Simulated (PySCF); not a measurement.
C₆H₃Cl, SMILES Cl/C(=C/C#C)C#C. Geometry optimised at PBE-D3(BJ)/def2-SVP. The structure was generated by enumeration; whether it is a known compound was not checked.

Method: PBE-D3(BJ)/def2-SVP (PySCF).

Harmonic wavenumbers (cm⁻¹): 101, 136, 179, 256, 306, 441, 450, 491, 601, 609, 624, 653, 665, 753, 815, 978, 1061, 1283, 1574, 2132, 2152, 3103, 3406, 3407. Rotational constants (GHz): 3.364, 1.467, 1.021; symmetry number 1.

**Question.** Work out the zero-point energy and the ideal-gas rigid-rotor harmonic-oscillator thermochemistry at 298.15 K and 1 atm.

**Answer.** ZPE = ½ Σ hcν = ½ × 26177 cm⁻¹ = 37.42 kcal/mol. H − E(el) = 42.69 kcal/mol. Entropy in cal/(mol K): translation 40.02, rotation 28.55, vibration 16.68, total 85.24. G − E(el) = 17.28 kcal/mol. Cp = 28.25 cal/(mol K). Modes under 150 cm⁻¹ make the vibrational entropy uncertain.
